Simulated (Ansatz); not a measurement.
Ansatz results at the PBE0-D4/def2-TZVP geometry: LUMO energy (ωB97M-V/def2-TZVPP) 1.07 eV; size of the dipole moment (ωB97M-V/def2-TZVPP) 2.02 D; ideal-gas entropy at 298 K and 1 bar (rigid rotor, harmonic PBE0-D4/def2-TZVP) 323 J/(mol·K).

**Question.** Which molecule gave them?
A. `[CH3][AlH][O][SiH2]O`
B. `F[SiH]([AlH2])[AlH][Cl]`
C. `BN/C=[N]/[GeH3]`
D. `ClB1O[SiH2]S1`

**Answer.** D. The others give `F[SiH]([AlH2])[AlH][Cl]`: -0.81, 2.49, 389; `[CH3][AlH][O][SiH2]O`: 0.86, 1.54, 420; `BN/C=[N]/[GeH3]`: 0.88, 2.63, 352.
